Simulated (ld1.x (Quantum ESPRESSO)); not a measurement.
**Reading a pseudo-wave (chlorine)**

Columns: radius, all-electron u(r) and pseudo u(r) of the 3s shell (level -21.03 eV) of chlorine in the configuration [Ne] 3s1.5 3p5.5; PBE, scalar-relativistic, TM scheme, ld1.x (Quantum ESPRESSO) 7.5.

| r (bohr) | all-electron | pseudo |
| --- | --- | --- |
| 0.068 | 0.2043 | 0.0274 |
| 0.135 | -0.0631 | 0.0554 |
| 0.202 | -0.3078 | 0.0855 |
| 0.270 | -0.4264 | 0.1192 |
| 0.338 | -0.4225 | 0.1572 |
| 0.405 | -0.3344 | 0.2001 |
| 0.473 | -0.1950 | 0.2502 |
| 0.540 | -0.0352 | 0.3067 |
| 0.608 | 0.1305 | 0.3714 |
| 0.675 | 0.2853 | 0.4418 |
| 0.742 | 0.4247 | 0.5168 |
| 0.810 | 0.5469 | 0.5945 |
| 0.878 | 0.6488 | 0.6698 |
| 0.945 | 0.7297 | 0.7372 |
| 1.013 | 0.7928 | 0.7947 |
| 1.080 | 0.8379 | 0.8381 |
| 1.148 | 0.8679 | 0.8679 |
| 1.215 | 0.8841 | 0.8841 |
| 1.283 | 0.8888 | 0.8888 |
| 1.350 | 0.8840 | 0.8840 |
| 1.418 | 0.8710 | 0.8710 |
| 1.485 | 0.8519 | 0.8519 |
| 1.553 | 0.8275 | 0.8275 |
| 1.620 | 0.7997 | 0.7997 |
| 1.688 | 0.7686 | 0.7686 |
| 1.755 | 0.7361 | 0.7361 |

Q: How many radial nodes do the two functions have?

A: The all-electron 3s function has n − l − 1 = 2; the pseudo-wave has 0, since the states of the same l below it are removed with the core.

Q: At about which radius was the pseudo-wave matched?

A: 1.20 bohr. The columns agree to 0.0005 from 1.08 bohr on; several derivatives are matched, so the curves merge somewhat inside the radius.

Q: Is the pseudo-wave norm-conserving?

A: Yes: the TM scheme keeps the norm inside the radius equal to the all-electron one, which fixes the energy derivative of the logarithmic derivative at the level.
